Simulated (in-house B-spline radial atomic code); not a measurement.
RPA and G0W0 for I5+, [Kr] 4d10 5s2, as one setting changes: the highest l of the empty states. Start: PBE0. A dash marks a level of low quasi-particle weight. Computed with a B-spline radial code for spherical atoms: all electrons, scalar-relativistic (spin-free one-electron X2C), finite nucleus, each spin shell either full or empty, empty states to the listed l with an (l + 1/2)⁻⁴ tail; G0W0 by contour deformation at full frequency.

| highest l of the empty states | RPA summed (Eh) | RPA extrapolated (Eh) | G0W0 level (eV) |
| --- | --- | --- | --- |
| 4 | -3.2163 | -3.8105 | 5s -75.01 |
| 5 | -3.489 | -3.8688 | 5s -75.03 |
| 6 | -3.6236 | -3.8546 | 5s -75.01 |
| 7 | ? | ? | ? |
| 8 | -3.7352 | -3.8288 | 5s -75.00 |
| 9 | -3.7585 | -3.8215 | 5s -75.00 |
| 10 | ? | ? | ? |
| 11 | -3.7827 | -3.815 | 5s -75.00 |

Question: What belongs in the row for 10?

Answer: RPA summed (Eh): -3.7731; RPA extrapolated (Eh): -3.8174; G0W0 level (eV): 5s -75.00.

Question: What belongs in the row for 7?

Answer: RPA summed (Eh): -3.6958; RPA extrapolated (Eh): -3.8434; G0W0 level (eV): 5s -75.01.
